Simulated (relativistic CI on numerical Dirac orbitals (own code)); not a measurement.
**Ru⁺: L2,3 absorption edge**

Computed with this model: Dirac-Coulomb-Breit CI, orbitals from a KLI potential per configuration, model QED (radiative potential, 1s self-energy scaled to tabulated hydrogen-like ionisation energies), valence Slater integrals scaled by 0.9, multiplet model of core-to-valence dipole absorption; configurations [Kr] 4d7 → [He] 2s2 2p5 3s2 3p6 3d10 4s2 4p6 4d8; 300 K; Lorentzian 2.4 eV and Gaussian 0.5 eV FWHM. Energies are those of the free ion, without screening or charge transfer. The branching ratio is the share of the lower-energy edge in the whole absorption, uncertain by about 0.02 where the edges overlap. S is read from ⟨S²⟩ = S(S + 1).

Field parameters in Wybourne normalisation: D3d B²₀ = −7Dσ, B⁴₀ = −14Dq − 21Dτ, B⁴₃ = −14√(10/7) Dq. The field is a parameter set, without covalency.

Case D3d, 10Dq = 21550, Dσ = -720, Dτ = 260 cm⁻¹, the dichroism is that of the ground state at zero temperature, magnetised by exchange field 10 meV on Sz. The dichroism I(Δm = −1) − I(Δm = +1), over the sum of the three polarisations, integrates to -0.0196 on the lower edge and 0.0349 on the upper edge. The branching ratio is 0.738.

Problem. Use the orbital sum rule with 3 holes to get ⟨Lz⟩.

Solution. For a p → d edge ⟨Lz⟩ = 2 × n_h × (sum of both integrals) in this sign convention = 0.09; the ground state itself has ⟨Lz⟩ = 0.10 and ⟨Sz⟩ = -0.50. The rule assumes one radial integral for both edges, which relativistic orbitals only approach.
